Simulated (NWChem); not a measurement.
Molecule: InH3O; SMILES [InH2][OH]

```xyz
5

In    -0.0053     0.2844     0.0000
H     -1.5847     0.9554     0.0000
H      1.5662     0.9979     0.0000
O     -0.0662    -1.7201     0.0000
H      0.8075    -2.1263     0.0000
```
Atoms are numbered in this order, from 1.

Results from NWChem. The geometry was optimised at PBE0/def2-SVP. def2 effective core potentials on In; no spin-orbit coupling.

For level B97-2/def2-SVP:

* **orbital gap (eV)**: 6.31

**Question.** What are these values for level B3LYP/def2-SVP?

**Answer.** 
* **orbital gap (eV)**: 6.05
